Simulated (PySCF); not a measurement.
How methods differ on the excitation energy of Mn

Mn [Ar] 3d5 4s2 (6S) → Mn [Ar] 3d5 4s1 5s1 (8S), as a difference of total energies. Computed with PySCF 2.14 in aug-cc-pVTZ, with no relativity, point nucleus. Correlated levels: valence: [Ar] frozen. The calculations carry no spin-orbit coupling.

| method | excitation energy (cm⁻¹) |
| --- | --- |
| UHF | 29110 |
| MP2 (valence) | 36469 |
| SCS-MP2 (valence) | 38747 |
| CCSD (valence) | 37775 |
| CCSD(T) (valence) | 38391 |

The promoted electron is Rydberg-like, and one or two diffuse shells describe it only roughly, which tends to raise the upper state.
